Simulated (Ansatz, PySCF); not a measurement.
This Ansatz (a first-principles code) input computes a CCSD(T)/cc-pVDZ energy:

Ansatz 0.2 input:
```yaml
crystal:
  periodic: [false, false, false]
  atoms:
    - {symbol: C, position_ang: [1.40089610, -0.12771822, -0.08619572]}
    - {symbol: C, position_ang: [0.22142190, -0.01764924, -0.01156384]}
    - {symbol: O, position_ang: [-1.12368377, 0.14763239, 0.10582275]}
    - {symbol: H, position_ang: [2.46176120, -0.23306503, -0.15847468]}
    - {symbol: H, position_ang: [-1.61110123, -0.55826995, 0.59022957]}
    - {symbol: H, position_ang: [-1.59509782, 0.48248062, -0.69177949]}
basis:
  gaussian:
    orbitals: cc-pVDZ
total_charge: 1
magnetization: {spin_polarized: false}
correlation: {method: ccsd_t, electrons: outside_noble_gas}
```

### Question
Write an input for the same energy in PySCF and say what it gives.

### Answer

```python
from pyscf import gto, scf, mp, cc as ccmod

mol = gto.M(
    atom='''
    C     1.40089610   -0.12771822   -0.08619572
    C     0.22142190   -0.01764924   -0.01156384
    O    -1.12368377    0.14763239    0.10582275
    H     2.46176120   -0.23306503   -0.15847468
    H    -1.61110123   -0.55826995    0.59022957
    H    -1.59509782    0.48248062   -0.69177949
    ''',
    basis='cc-pvdz',
    charge=1,
    spin=0,
    verbose=4,
)

mf = scf.RHF(mol)
mf.conv_tol = 1e-10
mf.max_cycle = 100
mf.kernel()
mp2 = mp.MP2(mf, frozen=3).run()
cc = ccmod.CCSD(mf, frozen=3)
cc.max_cycle = 100
cc.kernel()
et = cc.ccsd_t()
print(f'E(CCSD(T)) = {cc.e_tot + et:.9f}')
```
It gives -152.40041 Eh, and Ansatz -152.40041 Eh, a difference of 0.00 mEh.

It need not be the lowest isomer of its formula.
